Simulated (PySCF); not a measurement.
**TiBr: from constants to spectrum**

r²SCAN constants of TiBr, quartet, unpaired electrons σ ↑, π ↑, δ ↑, a mixture of terms (⟨Lz²⟩ = 4.8) (Ti def2-TZVPPD, Br def2-TZVPPD; no relativity (PySCF 2.14); masses 47.9479 and 78.9183 u):

| Item | Value |
| --- | --- |
| ωe | 309.0 cm⁻¹ |
| ωexe | 0.902 cm⁻¹ |
| Be | 0.097524 cm⁻¹ |
| αe | 0.000399 cm⁻¹ |

(1) What force constant and bond length do these constants imply?

(2) Estimate the centrifugal constant D from the Kratzer relation and find the Dunham coefficient a1.

De is left out where the level can put another filling of the metal’s s and d shells below the measured ground configuration, by anything from nothing to about 1 eV. Spin–orbit coupling is left out. With d or f electrons several states lie close, and the lowest PBE0 determinant need not be the measured ground state.

Results:

(1) Reduced mass μred = 29.826 u; k = 5.8918×10⁻⁷·μred·ωe² (u, cm⁻¹, mdyn/Å) = 1.68 mdyn/Å; Re = √(16.8576/(μred·Be)) (u, cm⁻¹, Å) = 2.407 Å.

(2) D = 4Be³/ωe² = 3.89e-08 cm⁻¹; a1 = −1 − αeωe/(6Be²) = -3.16.
